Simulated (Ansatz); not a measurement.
Total energies of CH7FOSi2, SMILES `C[SiH](F)[SiH2]O`.

Cartesian coordinates in Å:
```
C 0.5936 1.0884 1.4416
Si 0.9769 -0.1408 0.0991
F 1.7433 0.6348 -1.0940
Si -0.9517 -1.1087 -0.8414
O -1.9234 0.0420 -1.5304
H 1.5046 1.5799 1.7914
H -0.1017 1.8540 1.0905
H 0.1334 0.5785 2.2928
H 1.9131 -1.1827 0.6093
H -0.5641 -2.1566 -1.8311
H -1.7772 -1.7474 0.2166
H -1.5468 0.5586 -2.2444
```

The species carries charge 0 and has multiplicity 1. The geometry is a stationary point of PBE0-D4/def2-TZVP. It is one conformer, not always the lowest. Basis def2-TZVPP, the Gaussian-basis code of Ansatz.

RPA on PBE orbitals: Hartree–Fock energy of these orbitals -794.28193 Eh, correlation -1.51038 Eh (frozen core).

```tsv
functional	energy without D4 (Eh)	D4 term (kJ/mol)
LDA (SPW92)	-792.69413	–
PBE	-796.05816	-24.1
revPBE	-796.39947	-68.2
r2SCAN	-796.44371	-6.1
B97M-V	-796.39441	–
PBE0	-796.12692	-20.6
r2SCANh	-796.42949	-6.5
r2SCAN0	-796.40944	-7.2
BHLYP	-796.50439	-30.9
LC-ωPBE	-796.29996	–
```

Give the same for BLYP, B3LYP, HSE06 (plane-wave form), CAM-B3LYP, ωB97X-V, ωB97M-V, B2PLYP, PBE-QIDH. (Best estimate.)

Ansatz gave: 
```json
{"functional": "BLYP", "energy without D4 (Eh)": "-796.54211", "D4 term (kJ/mol)": "-51.9"}
{"functional": "B3LYP", "energy without D4 (Eh)": "-796.64943", "D4 term (kJ/mol)": "-38.8"}
{"functional": "HSE06 (plane-wave form)", "energy without D4 (Eh)": "-796.10342", "D4 term (kJ/mol)": "-19.3"}
{"functional": "CAM-B3LYP", "energy without D4 (Eh)": "-796.54461", "D4 term (kJ/mol)": "-21.1"}
{"functional": "ωB97X-V", "energy without D4 (Eh)": "-796.43876", "D4 term (kJ/mol)": "–"}
{"functional": "ωB97M-V", "energy without D4 (Eh)": "-796.47819", "D4 term (kJ/mol)": "–"}
{"functional": "B2PLYP", "energy without D4 (Eh)": "-796.21839", "D4 term (kJ/mol)": "–"}
{"functional": "PBE-QIDH", "energy without D4 (Eh)": "-795.93388", "D4 term (kJ/mol)": "–"}
```

B3LYP takes the VWN-RPA correlation (the form of Gaussian; ORCA's B3LYP/G). HSE06 is the plane-wave form, built on full-range PBE exchange. The double hybrids freeze the cores in their second-order part.

LC-ωPBE has ω = 0.4 bohr⁻¹.
